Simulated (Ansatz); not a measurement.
`[SiH3][GeH3]` + `C[SeH]` → `C[Se][SiH3]` + GeH₄ at 700 K and 1 bar (cleavage of the Si–Ge bond).

Isolated molecules relaxed with PBE0-D4/def2-TZVP in Ansatz; ΔE leaves out vibrations. CCSD(T)/CBS is the MP2 limit (def2-TZVPP, def2-QZVPP) plus CCSD(T) − MP2 in def2-TZVPP, frozen cores. For Ge, Se outer-core shells are correlated without core-valence functions, which leaves a few kJ/mol of doubt a bond. Scalar relativity is left out up to krypton.

```tsv
species	CCSD(T)/CBS energy (Eh)	H − E (kJ/mol)	S (J/(mol·K))
`[SiH3][GeH3]`	-2368.78170	184.9	383.3
`C[SeH]`	-2441.15625	157.6	325.3
`C[Se][SiH3]`	-2731.45956	229.7	423.7
GeH₄	-2078.49493	112.9	267.3
```

H − E and S are ideal-gas, rigid-rotor, harmonic terms from PBE0-D4/def2-TZVP. 1 Eh = 2625.50 kJ/mol, R = 8.31446 J/(mol·K).

Problem. By hand: ΔE, ΔH, ΔS and ΔG.

Solution. ΔE = (-2731.45956) + (-2078.49493) − (-2368.78170) − (-2441.15625) = -0.01654 Eh = -43.4 kJ/mol. Δ(H − E) = 229.7 + 112.9 − 184.9 − 157.6 = 0.1, so ΔH = -43.3 kJ/mol. ΔS = 423.7 + 267.3 − 383.3 − 325.3 = -17.6 J/(mol·K). ΔG = -43.3 − 700 × (-17.6)/1000 = -31.0 kJ/mol.

Problem. By hand: the equilibrium constant, and the temperature at which ΔG would vanish if ΔH and ΔS stayed fixed.

Solution. log₁₀ K = −ΔG/(RT ln 10) = 2.3. ΔG = 0 at ΔH/ΔS = 2460 K, though so small a ΔS makes that figure unsure.

ΔH outweighs TΔS. A doubt of 5 kJ/mol in ΔE shifts log₁₀ K by 0.4 here. These are equilibria of isolated gas molecules and say nothing of rates. Largest T1 diagnostic: 0.012 (customary marks: 0.02 for closed shells, 0.045 for open ones).
